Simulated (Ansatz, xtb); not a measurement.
Two isomers of C5H5F2NO

Structure X is `C/C(C#N)=C\OC(F)F`, a singlet and structure Y is `[H]/N=C/[C@H](C=C=O)C(F)F`, a singlet. Both are isolated molecules in the gas phase, relaxed with B3LYP-D3(BJ)/def2-SVP; the shapes shown needn't be the lowest conformers.

X (Å):

| atom | x (Å) | y (Å) | z (Å) |
| --- | --- | --- | --- |
| C | -2.4231 | -0.6247 | 0.6843 |
| C | -1.1580 | 0.0056 | 1.2076 |
| C | -1.0080 | 0.1572 | 2.6242 |
| C | -0.1559 | 0.4506 | 0.4251 |
| C | 0.9191 | 0.6073 | -1.6403 |
| F | 0.5623 | 0.8275 | -2.9048 |
| F | 1.7033 | -0.4885 | -1.5979 |
| N | -0.9175 | 0.2631 | 3.7776 |
| O | -0.2394 | 0.3848 | -0.9289 |
| H | -3.2996 | -0.0086 | 0.9418 |
| H | -2.5754 | -1.6171 | 1.1366 |
| H | -2.3759 | -0.7333 | -0.4063 |
| H | 0.7558 | 0.8919 | 0.8406 |
| H | 1.4936 | 1.4676 | -1.2483 |

Y (Å):

```yaml
atoms:
  - { symbol: C, position_ang: [0.8725, 2.5308, 0.7660] }
  - { symbol: C, position_ang: [-0.2256, 1.5796, 0.3393] }
  - { symbol: C, position_ang: [-0.3355, 1.5029, -1.1618] }
  - { symbol: C, position_ang: [-1.1757, 0.7270, -1.8189] }
  - { symbol: C, position_ang: [-1.5507, 1.9806, 0.9876] }
  - { symbol: F, position_ang: [-1.4139, 2.0260, 2.3426] }
  - { symbol: F, position_ang: [-2.4909, 1.0394, 0.7046] }
  - { symbol: N, position_ang: [1.5873, 3.1521, -0.0753] }
  - { symbol: O, position_ang: [-1.8999, 0.0497, -2.4297] }
  - { symbol: H, position_ang: [2.2813, 3.7435, 0.3929] }
  - { symbol: H, position_ang: [0.9842, 2.6242, 1.8609] }
  - { symbol: H, position_ang: [0.0172, 0.5969, 0.7904] }
  - { symbol: H, position_ang: [0.3428, 2.1306, -1.7485] }
  - { symbol: H, position_ang: [-1.9187, 2.9593, 0.6357] }
```

Question: Which of the two would you expect CCSD(T)/def2-SVP + ΔMP2/def2-TZVPP electronic energies to favour?

Answer: Structure X; the calculation gives E(Y) − E(X) = +13.3 kcal/mol.

Level by level:

```
                             level               geometry  E(Y) − E(X) (kcal/mol)  departure from the last row (kcal/mol)  job, with rough time for the two
                          GFN2-xTB               GFN2-xTB                     +11.1                                    −2.3               optimisation, 0.3 s
                         HF/STO-3G               GFN2-xTB                     +46.3                                   +33.0              single point, 0.38 s
                r2SCAN-D4/def2-SVP               GFN2-xTB                      +8.7                                    −4.6               single point, 3.6 s
             B3LYP-D3(BJ)/def2-SVP  B3LYP-D3(BJ)/def2-SVP                      +9.6                                    −3.7                optimisation, 63 s
                       HF/def2-SVP  B3LYP-D3(BJ)/def2-SVP                     +16.5                                    +3.2           part of the CCSD(T) run
                      MP2/def2-SVP  B3LYP-D3(BJ)/def2-SVP                     +13.6                                    +0.3           part of the CCSD(T) run
                  CCSD(T)/def2-SVP  B3LYP-D3(BJ)/def2-SVP                     +12.9                                    −0.4                      single point
CCSD(T)/def2-SVP + ΔMP2/def2-TZVPP  B3LYP-D3(BJ)/def2-SVP                     +13.3                                                     single point, 2.1 min
```

As drawn, Y has 1 N–H, 1 C=N, 1 C–C, 1 C=O in place of 1 C≡N, 2 C–O, 1 C–H.

The levels shown agree on the order. The largest departure from CCSD(T)/def2-SVP + ΔMP2/def2-TZVPP is that of HF/STO-3G, 33.0 kcal/mol. The last row adds to CCSD(T) the change of the MP2 difference between the two basis sets, here +0.4 kcal/mol.

With thermal terms from frequencies at re-optimised GFN2-xTB minima (ideal gas, soft modes damped towards free rotors, one conformer each, 298.15 K, 1 atm): on the last row, ΔE + ΔZPE = +13.0, ΔH = +12.8, ΔG = +13.3 kcal/mol.

The correlated steps freeze 9 core orbitals. Mirror images aren't counted in ΔG. Run with Ansatz 0.2.0, xtb 6.7.1; the last row on 4 threads of Arm Neoverse V2 on a shared host.
